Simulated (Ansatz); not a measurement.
Isolated molecules relaxed with PBE0-D4/def2-TZVP in Ansatz; ΔE leaves out vibrations. CBS: MP2 limit from def2 TZ/QZ plus the TZ coupled-cluster correction, frozen cores. This one scheme is used for every species, atoms too. Functionals use def2-TZVPP. Open shells (•) are unrestricted, without spin–orbit coupling. Spin–orbit coupling would lower the free atoms: a little for F. One conformer a species, not always the lowest.

`N[SiH2]S[SiH2]N` + F• → `N[SiH]S[SiH2]N`• + H–F  (hydrogen abstraction from the Si–H bond)

```csv
species,r2SCAN-D4 energy (Eh)
`N[SiH2]S[SiH2]N`,-1091.55888
F•,-99.72763
`N[SiH]S[SiH2]N`•,-1090.91481
H–F,-100.44667
```

Task: Work out ΔE.

Result: ΔE = (-1090.91481) + (-100.44667) − (-1091.55888) − (-99.72763) = -0.07497 Eh = -196.8 kJ/mol. CCSD(T)/CBS gives -192.3 kJ/mol.

Largest T1 diagnostic among the species: 0.014.

In def2-TZVPP, CCSD(T) changes the Hartree–Fock value by −100.4 kJ/mol (the triples alone add −8.5 kJ/mol) and MP2 by −126.0 kJ/mol. From PBE to PBE0 (25 % exact exchange), in def2-TZVPP and without D4, ΔE moves by +29.3 kJ/mol.
